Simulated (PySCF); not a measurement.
How the method changes the constants of BiB⁺

State: ⁴Σ⁻ (quartet), unpaired electrons σ ↑, π ↑↑. Set-up: Bi aug-cc-pVDZ-PP with ECP60, B aug-cc-pVDZ; scalar-relativistic core potentials (PySCF 2.14). De refers to Bi⁺ + B in their high-spin ground configurations, without counterpoise correction. The functionals are run spin-unrestricted. A positive dipole points towards B; it is taken about the centre of mass and depends on that origin.

```tsv
Level	Re (Å)	ωe (cm⁻¹)	De (eV)	μ (D)
UHF	2.441	301	n/a	3.76
UHF-MP2	2.277	456	n/a	n/a
UHF-SCS-MP2	2.326	397	n/a	n/a
UHF-CCSD	2.362	390	n/a	n/a
UHF-CCSD(T)	2.349	412	n/a	n/a
LDA	2.264	511	n/a	1.79
PBE	2.301	475	n/a	1.83
PBEsol	2.283	492	n/a	1.88
r²SCAN	2.289	485	n/a	2.10
PBE0	2.284	477	n/a	2.06
LC-ωPBE	2.255	465	n/a	2.25
B2PLYP	2.300	467	n/a	2.50
```

Q: What does a quarter of exact exchange do here, going from PBE to PBE0?

A: PBE0 less PBE: -1.7 pm in Re, +0.4 % in ωe. Exact exchange removes part of the self-interaction that spreads semilocal densities, and in most molecules shortens and stiffens the bond and lowers De; so it does here.

Q: What does the step from GGA to meta-GGA do here, going from PBE to r²SCAN?

A: r²SCAN less PBE: -1.2 pm in Re, +2.1 % in ωe. 

Q: What does all correlation do here, going from UHF to UHF-CCSD(T)?

A: UHF-CCSD(T) less UHF: -9.2 pm in Re, +36.9 % in ωe. Correlation nearly always deepens the well. The bond shortens, as in weak, metallic or heavy-atom bonds, where dispersion and the correlation of outer-core electrons pull the atoms together.

Correlated steps freeze 5 core orbitals. Spin–orbit coupling is left out, which matters for elements this heavy, above all for dissociation energies. B2PLYP dipoles, levels and charges come from its SCF part alone. The state is the lowest determinant that a PBE0 search found; another state may lie lower at other levels.

The whole job (state search and all levels along the bond) took about 3.8 min on 1 thread of Arm Neoverse V1 (shared host), peak memory 0.77 GiB.
